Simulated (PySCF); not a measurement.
Simulated C 1s region for `CCO[Si@H]1C=CC=C1F`, binding energy against the vacuum level.

Every computed line was given a Gaussian of 0.5 eV full width at half maximum and an area set by the number of equivalent atoms; the highest printed point is 100. Method: delta-SCF UKS SCAN, pcX-2 on the ionised atom, pcseg-1 elsewhere, spin-free X2C (PySCF 2.14.0).

binding energy (eV), intensity and a bar:
```
    288.9          0 
    289.0          1 
    289.1          4 #
    289.2          9 ###
    289.3         19 ######
    289.4         31 #########
    289.5         40 ############
    289.6         42 #############
    289.7         35 ##########
    289.8         24 #######
    289.9         13 ####
    290.0          8 ##
    290.1         10 ###
    290.2         18 #####
    290.3         33 ##########
    290.4         53 ################
    290.5         74 ######################
    290.6         91 ###########################
    290.7        100 ##############################
    290.8         97 #############################
    290.9         81 ########################
    291.0         57 #################
    291.1         34 ##########
    291.2         17 #####
    291.3         10 ###
    291.4         10 ###
    291.5         18 #####
    291.6         29 #########
    291.7         39 ############
    291.8         44 #############
    291.9         42 #############
    292.0         38 ###########
    292.1         38 ###########
    292.2         41 ############
    292.3         44 #############
    292.4         41 ############
    292.5         31 #########
    292.6         19 ######
    292.7          9 ###
    292.8          4 #
    292.9          1 
    293.0          0
```

Problem. Count the maxima, the lines and the sites behind this envelope.

Solution. The curve has 4 maxima (at 289.6, 290.7, 291.8 and 292.3 eV). Under it lie 6 lines from 6 inequivalent carbon sites. At this width some lines have no maximum of their own.

Problem. Decompose the envelope and assign each component. Numbering: `[CH3:1][CH2:2][O:3][Si@H:4]1[CH:5]=[CH:6][CH:7]=[C:8]1[F:9]`.

Solution. 
```tsv
position (eV)	relative area	line	atoms	environment
289.57	1	C 1s	C5	alkene CH carbon
290.50	1	C 1s	C7	alkene CH carbon
290.74	1	C 1s	C1	methyl carbon
290.87	1	C 1s	C6	alkene CH carbon
291.79	1	C 1s	C8	vinylic C–F carbon
292.33	1	C 1s	C2	sp3 carbon bound to oxygen
```

Problem. What are the centre and the root-mean-square width of the whole band?

Solution. The area-weighted mean of the lines is 290.97 eV. Their own spread about it is 0.89 eV (rms) and each Gaussian has σ = 0.5/2.355 = 0.21 eV; the variances add, which gives 0.92 eV.

Lowest listed C 1s: C5, bonded to C (double bond), H and Si. Highest, 2.76 eV above it: C2, bonded to O, C and 2 H. The widest gap between neighbouring values is 0.93 eV, between 289.57 and 290.50 eV. Summing the Pauling electronegativity differences to the bonded atoms, each weighted by its formal bond order, gives -1.00 for the lowest site and +0.19 for the highest; the largest sum, +0.78, belongs to C8, 0.54 eV below the top. The smallest sum, -1.05, belongs to C1, 1.17 eV above the lowest.

Shake-up satellites, vibrational structure and lifetime widths aren't simulated. Spin contamination (⟨S²⟩ against 0.75 for a pure doublet) is marked for C 1s of C6 (0.97), C 1s of C7 (0.87) and C 1s of C8 (0.90), which makes these values less certain. The structure is a single PBE0-D3(BJ)/def2-SVP conformer in the gas phase; no vibrational or solvent corrections.

The run took 3.1 min of wall time on one thread of an Arm Neoverse V2, shared host with 32 logical CPUs at a one-minute load of 22, and the process peaked at 0.74 GiB of memory.

The values belong to the conformer `[CH3:1][CH2:2][O:3][Si@H:4]1[CH:5]=[CH:6][CH:7]=[C:8]1[F:9]`: C1–C2–O3–Si4 -175°, C2–O3–Si4–C5 -175°.
